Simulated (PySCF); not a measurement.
## [Mo(F)2(OH)4] (charge 0, multiplicity 1)

These are PBE-D3(BJ)/def2-TZVP // TPSS-D3(BJ)/def2-SVP (PySCF) values and carry that method's errors.

```
Quantity                                                      Result
-------------------------------------  -----------------------------
HOMO                                                        -7.74 eV
dipole moment                                              0.192 e·Å
HOMO–LUMO gap                                                3.39 eV
LUMO                                                        -4.36 eV
charge on the central atom (Mulliken)                         1.56 e
total energy                                            -571.1851 Ha
cost                                   around 3 core-minutes (rough)
```

```xyz
11

Mo     0.0132     0.2739     0.6211
F     -1.2329     1.4957    -0.1210
F      0.2212    -0.3566    -1.1512
O     -0.5568     0.5017     2.3795
H     -1.3378     0.0599     2.7658
O      1.5708    -0.6552     1.0722
H      2.4147    -0.6506     0.5830
O      1.1451     1.7953     0.3931
H      0.7185     2.5699    -0.0263
O     -1.3527    -1.0809     0.6333
H     -1.5604    -1.4509    -0.2476
```
Charge 0, spin multiplicity 1.
